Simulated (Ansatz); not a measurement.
Start from `FB(F)F` and change one atom or group to get `FB(F)[SeH]`.

Ansatz, PBE0-D4/def2-TZVP geometries, multiplicity 1. Each molecule was computed in one conformer, which needn't be the lowest.

Scalar relativity is left out up to krypton.

```
                                        property  `FB(F)F`
  size of the dipole moment (PBE/def2-TZVPP) / D      0.00
              HOMO energy (PBE0/def2-TZVPP) / eV    -12.22
             HOMO–LUMO gap (PBE/def2-TZVPP) / eV      9.65
              LUMO energy (PBE0/def2-TZVPP) / eV      0.46
               LUMO energy (PBE/def2-TZVPP) / eV     -0.34
size of the dipole moment (B3LYP/def2-TZVPP) / D      0.00
```

Task: What does the change do to each property? (Estimate.)

Result: The calculation gave: 
```tsv
property	`FB(F)[SeH]`	shift
size of the dipole moment (PBE/def2-TZVPP) / D	1.07	1.07
HOMO energy (PBE0/def2-TZVPP) / eV	-7.87	4.35
HOMO–LUMO gap (PBE/def2-TZVPP) / eV	5.68	-3.97
LUMO energy (PBE0/def2-TZVPP) / eV	-0.10	-0.56
LUMO energy (PBE/def2-TZVPP) / eV	-1.01	-0.67
size of the dipole moment (B3LYP/def2-TZVPP) / D	1.12	1.12
```

With PBE0 the HOMO rises by 4.35 eV and the LUMO falls by 0.56 eV, so the gap narrows by about 4.91 eV. PBE moves the HOMO by 3.31 eV and ωB97M-V by 4.74 eV. The zero-point energy changes by 14.5 kJ/mol with +3 modes.

B3LYP here is the variant with VWN-RPA as its local correlation; programs differ in this.

Spin–orbit coupling is left out; it splits and shifts lone-pair levels of the heavy atoms by tenths of an eV.
